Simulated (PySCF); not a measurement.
Job file and geometry (Å, from GFN2-xTB) of an NMR shielding run on SMILES C[C@]1(B(F)F)CBOCO1, C4H8B2F2O2, GIAO PBE0/pcSseg-1 NMR shielding, non-relativistic, gas phase in PySCF; density fitting, a coarse starting grid and PySCF grid level 2 are the driver's defaults:

```
$ OMP_NUM_THREADS=1 python probes_run.py task.json out

{"job": {"kind": "nmr", "xc": "PBE0", "basis": "pcSseg-1"}, "charge": 0, "multiplicity": 1}
C     -1.672323    -1.147929     0.301561
C     -0.500318    -0.203156    -0.023486
B     -0.941072     0.741364    -1.242083
F     -0.959022     0.292699    -2.480820
F     -1.370210     1.979346    -1.126422
C      0.771197    -1.009705    -0.373679
B      2.053918    -0.091183    -0.133124
O      1.954168     1.036073     0.563840
C      0.741567     1.479171     1.116736
O     -0.245613     0.513987     1.205693
H     -1.400788    -1.761642     1.156392
H     -1.883212    -1.783504    -0.553688
H     -2.560468    -0.575623     0.556356
H      0.706239    -1.383511    -1.394704
H      0.819377    -1.883339     0.280986
H      3.123713    -0.346261    -0.534742
H      0.415091     2.350766     0.522351
H      0.938997     1.798767     2.147176
```

Problem. What does the program print?

Solution. 
```
coarse grid: 15824 points
cycle   1  E = -556.3329195193  dE =  1.458e+00  |g| = 9.569e-01  |ddm| = 3.712e+00
cycle   2  E = -556.1809379602  dE =  1.520e-01  |g| = 1.372e+00  |ddm| = 1.377e+00
cycle   3  E = -556.4895684607  dE = -3.086e-01  |g| = 1.063e-01  |ddm| = 8.524e-01
cycle   4  E = -556.4915600357  dE = -1.992e-03  |g| = 4.909e-02  |ddm| = 1.122e-01
cycle   5  E = -556.4920645087  dE = -5.045e-04  |g| = 1.154e-02  |ddm| = 4.136e-02
cycle   6  E = -556.4920837351  dE = -1.923e-05  |g| = 5.089e-03  |ddm| = 1.025e-02
cycle   7  E = -556.4920883114  dE = -4.576e-06  |g| = 7.328e-04  |ddm| = 3.550e-03
final grid: 155848 points
cycle   8  E = -556.5802436882  dE = -7.526e-05  |g| = 1.419e-02  |ddm| = 3.090e-02
cycle   9  E = -556.5802039371  dE =  3.975e-05  |g| = 2.067e-02  |ddm| = 2.130e-02
cycle  10  E = -556.5802810242  dE = -7.709e-05  |g| = 1.428e-03  |ddm| = 1.320e-02
cycle  11  E = -556.5802814555  dE = -4.314e-07  |g| = 2.484e-04  |ddm| = 1.368e-03
cycle  12  E = -556.5802814659  dE = -1.036e-08  |g| = 1.051e-04  |ddm| = 2.220e-04
cycle  13  E = -556.5802814677  dE = -1.852e-09  |g| = 3.636e-05  |ddm| = 8.410e-05
cycle  14  E = -556.5802814680  dE = -2.121e-10  |g| = 9.061e-06  |ddm| = 2.860e-05
converged SCF energy = -556.5802814680

GIAO shielding tensors (ppm)
atom      isotropic    diamagn.    paramagn.     s11        s22        s33       span
  0 C      157.908     247.022     -89.114    141.625    145.791    186.308     44.684
  1 C      118.776     251.895    -133.119     95.168     97.717    163.443     68.275
  2 B       72.972     196.308    -123.336     46.400     84.106     88.411     42.010
  3 F      243.353     469.298    -225.945     74.488    285.829    369.742    295.254
  4 F      244.210     468.899    -224.689     66.136    286.220    380.275    314.139
  5 C      154.972     254.677     -99.705    127.003    158.415    179.498     52.495
  6 B       55.181     192.965    -137.784      7.488     49.977    108.078    100.590
  7 O      101.427     392.743    -291.316    -94.191     75.915    322.557    416.748
  8 C       93.447     243.118    -149.671     76.742     92.149    111.450     34.708
  9 O      237.174     400.555    -163.381    200.274    249.430    261.818     61.544
 10 H       30.280      30.576      -0.297     26.971     28.244     35.624      8.653
 11 H       30.550      30.092       0.459     26.770     28.545     36.336      9.566
 12 H       30.178      29.886       0.292     25.716     28.031     36.786     11.070
 13 H       30.295      32.828      -2.533     25.793     29.799     35.293      9.500
 14 H       30.714      32.659      -1.944     27.351     29.507     35.284      7.933
 15 H       26.294      29.173      -2.880     24.674     25.043     29.163      4.489
 16 H       25.849      29.834      -3.984     21.822     26.230     29.495      7.673
 17 H       26.096      28.048      -1.952     21.461     25.188     31.639     10.179
```

Size and cost of the density-fitted run: 210 basis functions, 59 s wall time on 1 thread of an Arm Neoverse V1, shared host; peak memory 1 GiB.
